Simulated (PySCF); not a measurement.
**Structure elucidation problem**

Molecular formula: C9H6ClN. Simulated spectra:

1H NMR (500 MHz, computed): δ 9.53 (s, 1H), 9.12 (d, 1H), 8.18 (d, 1H), 8.13 (s, 1H), 7.85 (d, 1H), 7.74 (d, 1H).

13C{1H} NMR (computed): δ 157.6 (CH), 151.3 (CH), 147.8 (C), 141.1 (C), 135.0 (CH), 133.9 (CH), 132.3 (CH), 129.9 (C), 124.5 (CH).

No relativistic terms, no solvent, a single conformation. Geometry: GFN2-xTB; PBE0/pcSseg-1 with gauge-including orbitals; PySCF.

Scale: 1H (31.72 ppm) and 13C (186.93 ppm) against TMS (reference shieldings calculated alike).

Which of these isomers gave the spectra?
A. Clc1ccc2cnccc2c1
B. C=Cc1ccc(C#N)c(Cl)c1
C. N#Cc1ccc(/C=C/Cl)cc1

Answers

A. 

Rings plus π bonds: 7 (2 rings in the answer). 9 carbon signals for 9 carbons: no two carbons are equivalent. Carbon types of the structure: 3 × C, 6 × CH, which accounts for all hydrogens. δC 157.6, 151.3: aromatic CH next to a ring nitrogen; the adjacent pyridine-type nitrogen withdraws density from it. δC 147.8: aromatic carbon bearing chlorine. δC 141.1, 129.9: ring-fusion aromatic carbon. δC 135.0, 133.9, 132.3, 124.5: aromatic CH. δH 9.53, 9.12: hydrogen on an aromatic CH next to a ring nitrogen; ring current plus the neighbouring ring nitrogen.

The others: N#Cc1ccc(/C=C/Cl)cc1 would give 7 carbon signals, not 9; C=Cc1ccc(C#N)c(Cl)c1 has carbons computed at 151.6, 146.2, 142.6, 141.2, 136.7, 125.5, 125.1, 121.5, 117.0, with a different DEPT pattern.

Carbons that carry Cl, above all several Cl atoms, come out too deshielded, partly because spin–orbit coupling is missing. Shifts are as computed. Against solution values, carbons near 30 ppm lie about +3 ppm off and those near 130 ppm about +5 ppm; carbons on Cl a further +6 ppm. Of 1211 compounds with measured shifts, 218 miss one by over three times the rms of a fit or turn the order of signals round; such compounds aren't used in these exercises. No couplings were computed; multiplicities are counted from neighbouring protons, with m where these are inequivalent, close in shift, in a saturated or five-membered ring or joined by F or P, and br s for small geminal =CH2 splittings.
